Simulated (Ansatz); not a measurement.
Gas-phase electronic energies from Ansatz, PBE0-D4/def2-TZVP geometries. CCSD(T)/CBS adds triple-zeta CCSD(T) − MP2 to the extrapolated MP2 energy (def2 sets, frozen cores). DFT in def2-TZVPP. One conformer a species, not always the lowest.

`[AlH2][O]C[SiH2][SiH3]` + `C=CO[SiH2]F` → `F[SiH2]O[SiH2][SiH3]` + `C=CC[O][AlH2]`  (redistribution)

```json
{"level": "PBE-D4", "ΔE (kJ/mol)": "-135.1"}
{"level": "ωB97X-V", "ΔE (kJ/mol)": "-153.3"}
{"level": "ωB97M-V", "ΔE (kJ/mol)": "-153.8"}
{"level": "r2SCAN", "ΔE (kJ/mol)": "-149.2"}
{"level": "PBE0", "ΔE (kJ/mol)": "-144.7"}
{"level": "HF/def2-TZVPP", "ΔE (kJ/mol)": "-176.8"}
{"level": "HF/def2-QZVPP", "ΔE (kJ/mol)": "-178.6"}
{"level": "SCS-MP2/def2-QZVPP", "ΔE (kJ/mol)": "-168.2"}
```

(1) What does CCSD(T)/CBS give? (Estimate.)

Largest T1 diagnostic among the species: 0.014.

## Answers

(1) Computed: -162.0 kJ/mol. The listed levels differ from it by 26.9, 8.7, 8.2, 12.8, 17.3, -14.8, -16.6, -6.2 kJ/mol.

In def2-TZVPP, CCSD(T) changes the Hartree–Fock value by +17.6 kJ/mol (the triples alone add +3.6 kJ/mol) and MP2 by +12.1 kJ/mol. From PBE to PBE0 (25 % exact exchange), in def2-TZVPP and without D4, ΔE moves by −10.7 kJ/mol.
